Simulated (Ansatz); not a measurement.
The cluster Cs5. Charge 0, multiplicity 2. Geometry r2SCAN/def2-TZVP, that of the charge +1 singlet; atoms count from 1.

```
atom    x (Å)    y (Å)    z (Å)
 Cs1  -3.9679  -1.1250   1.9184
 Cs2  -0.5072  -1.5612   5.6969
 Cs3   4.1141   1.9859  -3.8692
 Cs4   1.1778  -0.0117   0.6036
 Cs5  -0.8169   0.7120  -4.3497
```

In the def2 sets Cs takes a core potential; there is no spin–orbit coupling. The structure comes from a short search, and lower isomers may exist.

**Question.** Estimate the Mulliken populations from the PBE0/def2-TZVP orbitals of Ansatz.

**Answer.** 
```json
{"atom": "Cs1", "charge (e)": "-0.11", "spin (α − β)": "0.10"}
{"atom": "Cs2", "charge (e)": "-0.33", "spin (α − β)": "0.31"}
{"atom": "Cs3", "charge (e)": "-0.31", "spin (α − β)": "0.31"}
{"atom": "Cs4", "charge (e)": "0.88", "spin (α − β)": "0.19"}
{"atom": "Cs5", "charge (e)": "-0.12", "spin (α − β)": "0.09"}
```
Mulliken values and Mayer orders depend strongly on the basis.

**Question.** Where does the spin sit?

**Answer.** Summed by element: Cs 1.00, of 1 unpaired in all. Largest on single atoms: Cs2 0.31, Cs3 0.31, Cs4 0.19.

**Question.** And the Mayer bond orders between bonded heavy atoms (over 0.3)?

**Answer.** Cs1–Cs2 0.79 (5.14 Å); Cs3–Cs5 0.80 (5.12 Å). Values over 0.3 also appear between atoms too far apart for a bond (Cs1–Cs5 0.31 at 7.25 Å); they arise where an orbital or an unpaired electron spreads over both atoms.
